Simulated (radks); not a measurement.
Neutral vanadium, configuration [Ar] 3d3.5 4s1.5 (fractional occupations, a model configuration). Method: scalar-relativistic Kohn-Sham, BLYP, spin-polarised, spherical densities, point nucleus; open shells are filled with parallel spins first; computed with a radial shooting solver on a logarithmic mesh with Libxc functionals.

X-ray form factor f0, the Fourier transform of the density (f0(0) = 23):

sin(theta)/lambda (1/angstrom),f0 (electrons)
0.05,22.276
0.1,20.627
0.15,18.805
0.2,17.090
0.25,15.502
0.3,14.038
0.4,11.537
0.5,9.674
0.6,8.387
0.8,6.892
1,5.960
1.25,4.920
1.5,3.946
2,2.506
